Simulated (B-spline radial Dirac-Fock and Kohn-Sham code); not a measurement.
**Zr⁴⁺: eigenvalues, ΔSCF and the reference**

System: the Zr⁴⁺ ion, [Ar] 3d10 4s2 4p6.

The density-functional columns are spherical, spin-unpolarised Dirac-Kohn-Sham results without Breit or QED terms: −ε is minus the orbital energy of the initial state and ΔSCF the difference of two total energies. The reference in the last column comes from relaxed Dirac-Fock hole states (ΔSCF) with Breit and QED corrections and a finite nucleus. All numbers are from a B-spline atomic structure program, in eV; a selection of levels is shown. For the 1s level of heavy atoms much of the gap between ΔSCF and the reference is the Breit and QED part, -46.4 eV here; for other levels the error of the functional can be larger.

```tsv
level	LDA −ε	LDA ΔSCF	PBE −ε	PBE ΔSCF	Dirac-Fock
1s	17833.8	18093.6	17859.7	18120.3	18052.8
2s	2508.6	2555.3	2511.5	2558.0	2594.0
2p1/2	2301.8	2358.7	2302.7	2359.5	2364.3
2p3/2	2216.1	2271.0	2216.8	2271.6	2279.8
3s	446.4	464.8	447.4	465.8	489.1
3p1/2	369.3	387.9	369.6	388.2	403.0
3p3/2	355.6	373.9	356.0	374.2	389.1
3d3/2	219.3	238.2	219.0	237.8	237.3
3d5/2	216.8	235.6	216.5	235.2	234.9
4s	95.65	104.5	95.55	104.4	108.1
4p1/2	74.25	82.53	74.09	82.35	81.14
4p3/2	72.30	80.44	72.17	80.29	79.20
```

Q: Order the estimates of the K (1s) level by their distance from the Dirac-Fock value, nearest first.
A. PBE −ε
B. PBE ΔSCF
C. LDA −ε
D. LDA ΔSCF

A: D (40.8 eV), B (67.4 eV), A (193.1 eV), C (219.0 eV).

For the outermost level NIST gives 80.348 ± 0.007 eV (semi-empirical); the differences from it are LDA −ε -8.05, LDA ΔSCF +0.09, PBE −ε -8.18, PBE ΔSCF -0.06, Dirac-Fock -1.15 eV.

Values without a named source are computed, but for edge energies of neutral atoms, which are taken from tables.
